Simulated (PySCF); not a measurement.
**Energy of Re²⁺ (rhenium, charge +2) between two integer charges**

The 5d alpha orbital of [Xe] 4f14 5d5 is emptied in steps (occupation f), with all orbitals relaxed, ending at [Xe] 4f14 5d4. Calculation: PySCF 2.14, in def2-TZVP with the def2 core potential (60 electrons); scalar relativity through the core potential. The exact energy is a straight line in f; departures are measured from the line between the end points of the same method.

```csv
f,M06-2X (eV)
1,0.000
0.8,-0.407
0.6,-0.612
0.4,-0.613
0.2,-0.408
0,0.000
```

Task: For M06-2X, how does the orbital energy at f = 1 compare with the removal energy?

Result: −ε = 25.584 eV against a total-energy difference of 28.127 eV. By Janak's theorem ε = ∂E/∂f, so the gap between them reflects the curvature. Along the path −ε is 26.595 (f = 0.8), 27.612 (f = 0.6), 28.635 (f = 0.4), 29.662 (f = 0.2) eV.

Reference removal energy between the ground levels: 27 ± 1.6 eV (theoretical estimate listed by NIST; NIST Atomic Spectra Database, ionization energies). The calculation has no spin-orbit coupling. The determinant left behind need not be the lowest term of the ion.
